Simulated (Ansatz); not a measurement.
Ansatz (a program for electronic structure) input (CCSD(T)/cc-pVTZ):

Ansatz 0.2 input:
```yaml
crystal:
  periodic: [false, false, false]
  atoms:
    - {symbol: Si, position_ang: [-0.13689500, 0.03055389, 0.13537746]}
    - {symbol: O, position_ang: [1.14034957, -0.27268516, -1.13860385]}
    - {symbol: O, position_ang: [0.94406632, 0.16430643, 1.31378512]}
    - {symbol: O, position_ang: [-0.71020519, 1.32453647, -0.62088717]}
    - {symbol: N, position_ang: [-1.19894210, -1.23309474, 0.28568259]}
    - {symbol: H, position_ang: [2.05668696, -0.39290194, -0.83546631]}
    - {symbol: H, position_ang: [0.74404551, 0.18299036, 2.25425932]}
    - {symbol: H, position_ang: [-1.53041857, 1.77819498, -0.40572885]}
    - {symbol: H, position_ang: [-1.03561606, -2.03079641, 0.88110220]}
    - {symbol: H, position_ang: [-2.02815082, -1.33467812, -0.27966826]}
    - {symbol: H, position_ang: [1.10889199, 0.27183791, -1.94391354]}
basis:
  gaussian:
    orbitals: cc-pVTZ
total_charge: 1
magnetization: {spin_polarized: false}
correlation: {method: ccsd_t, electrons: outside_noble_gas}
```

End of the output:

```
9 core orbitals not correlated
reference -15552.57944008 eV, -571.5467525060 hartree; 16, 16 occupied and 213, 213 virtual orbitals, 1399 factors
second order -28.55413967 eV of doubles, -0.00000000 eV of singles
coupled cluster: 10.07 GiB planned
cycle   1  -28.44307451 eV  change    1.1e-1 eV  update   9.2e-2
cycle   2  -28.98396470 eV  change   -5.4e-1 eV  update   2.5e-2
cycle   3  -29.10197194 eV  change   -1.2e-1 eV  update   1.2e-2
cycle   4  -29.08622621 eV  change    1.6e-2 eV  update   2.6e-3
cycle   5  -29.08614632 eV  change    8.0e-5 eV  update   1.1e-3
cycle   6  -29.08673855 eV  change   -5.9e-4 eV  update   3.2e-4
cycle   7  -29.08646301 eV  change    2.8e-4 eV  update   1.1e-4
cycle   8  -29.08641362 eV  change    4.9e-5 eV  update   3.4e-5
cycle   9  -29.08642013 eV  change   -6.5e-6 eV  update   1.3e-5
perturbative correction -1.00220665 eV, -0.0368304152 hartree
Total energy: -15582.66806687 eV, -572.6524891456 hartree
```

It need not be the lowest isomer of its formula.
